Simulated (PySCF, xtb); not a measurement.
CH7ClN2Si, SMILES NC[Si@@H](N)Cl.

GFN2-xTB (xtb) at its own geometry gives an orbital gap of 5.00 eV and a dipole moment of 3.40 D.

Geometry optimised at PBE0-D3(BJ)/def2-SVP. The structure was generated by enumeration; whether it is a known compound was not checked. Other conformers were not sampled.

Q: What does HF/def2-TZVP run with PySCF give? (Estimate from the structure and the level; the computed values follow.)

A: gap 13.29 eV (levels -10.06 and 3.23 eV), dipole 2.10 D.
